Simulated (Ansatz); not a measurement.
Cost and result for the atomization energy of C₂H₄Ge (`[CH]1=[CH][GeH2]1`) (7 atoms, 7 bonds).

```xyz
7

C     0.761   -0.399   -0.571
C    -0.250    0.371   -0.930
Ge   -0.322    0.018    0.947
H     1.607   -0.878   -1.049
H    -0.625    0.823   -1.840
H    -1.305   -1.017    1.497
H     0.135    1.083    1.946
```

The species carries charge 0 and has multiplicity 1. Correlated methods include outer-core shells of Ge, which these sets cover unevenly. Scalar relativity is left out up to krypton. Geometry: relaxed with PBE0-D4/def2-TZVP. Program: Ansatz. All runs use 2 threads of an Intel Xeon 6975P-C on a shared host. Times are those of one run each, without the atoms' runs, and a repeat can differ threefold. Electronic energies, without spin–orbit coupling; frozen cores. CCSD(T)/CBS adds CCSD(T) − MP2 in def2-TZVPP to the MP2 limit, and its time is that of the two runs behind it. T1 = 0.013. With those shells the extrapolation isn't a true limit. B3LYP takes the VWN-RPA correlation (the form of Gaussian; ORCA's B3LYP/G).

CCSD(T)/CBS is a level of theory with its own doubt, some kJ/mol a heavy atom from the limit and from the frozen cores, so smaller differences don't rank the functionals.

```json
{"level": "LDA (SPW92)/def2-TZVPP", "functions": "166", "wall time": "0.85 s", "atomization (kcal/mol)": "665.8", "difference from CCSD(T)/CBS": "86.3", "per bond": "12.3"}
{"level": "BLYP-D4/def2-TZVPP", "functions": "166", "wall time": "1.4 s", "atomization (kcal/mol)": "573.2", "difference from CCSD(T)/CBS": "-6.3", "per bond": "-0.9"}
{"level": "PBE-D4/def2-TZVPP (with forces)", "functions": "166", "wall time": "1.8 s", "atomization (kcal/mol)": "590.2", "difference from CCSD(T)/CBS": "10.7", "per bond": "1.5"}
{"level": "CCSD(T)/def2-SVP", "functions": "80", "wall time": "2 s", "atomization (kcal/mol)": "548.6", "difference from CCSD(T)/CBS": "-30.9", "per bond": "-4.4"}
{"level": "CAM-B3LYP-D4/def2-TZVPP", "functions": "166", "wall time": "2.4 s", "atomization (kcal/mol)": "576.3", "difference from CCSD(T)/CBS": "-3.2", "per bond": "-0.5"}
{"level": "B3LYP-D4/def2-TZVPP (with forces)", "functions": "166", "wall time": "2.8 s", "atomization (kcal/mol)": "574.5", "difference from CCSD(T)/CBS": "-5.0", "per bond": "-0.7"}
{"level": "r2SCANh-D4/def2-TZVPP", "functions": "166", "wall time": "2.9 s", "atomization (kcal/mol)": "576.8", "difference from CCSD(T)/CBS": "-2.7", "per bond": "-0.4"}
{"level": "r2SCAN-D4/def2-TZVPP (with forces)", "functions": "166", "wall time": "3 s", "atomization (kcal/mol)": "580.6", "difference from CCSD(T)/CBS": "1.1", "per bond": "0.2"}
{"level": "PBE-QIDH/def2-TZVPP", "functions": "166", "wall time": "3.8 s", "atomization (kcal/mol)": "576.9", "difference from CCSD(T)/CBS": "-2.6", "per bond": "-0.4"}
{"level": "B97M-V/def2-TZVPP", "functions": "166", "wall time": "5.5 s", "atomization (kcal/mol)": "583.9", "difference from CCSD(T)/CBS": "4.4", "per bond": "0.6"}
{"level": "MP2/def2-QZVPP", "functions": "323", "wall time": "15 s", "atomization (kcal/mol)": "580.9", "difference from CCSD(T)/CBS": "1.4", "per bond": "0.2"}
{"level": "CCSD(T)/def2-TZVPP", "functions": "166", "wall time": "19 s", "atomization (kcal/mol)": "566.3", "difference from CCSD(T)/CBS": "-13.2", "per bond": "-1.9"}
{"level": "CCSD(T)/CBS(def2)", "functions": "–", "wall time": "33 s", "atomization (kcal/mol)": "579.5", "difference from CCSD(T)/CBS": "0.0", "per bond": "0.0"}
```

In def2-TZVPP, CCSD(T) changes the Hartree–Fock value by +156.3 kcal/mol (the triples alone add +10.9 kcal/mol) and MP2 by +163.3 kcal/mol; breaking electron pairs costs correlation energy, which Hartree–Fock lacks. At CCSD(T), def2-SVP lies −30.9 kcal/mol from the extrapolated value and def2-TZVPP −13.2 kcal/mol: correlation converges slowly with the basis, and small sets miss more of it in the bonded molecule than in its fragments. From r2SCAN to r2SCAN0 (25 % exact exchange), in def2-TZVPP and without D4, the atomization energy moves by −9.4 kcal/mol: exact exchange takes away binding that semilocal exchange gives to molecules.
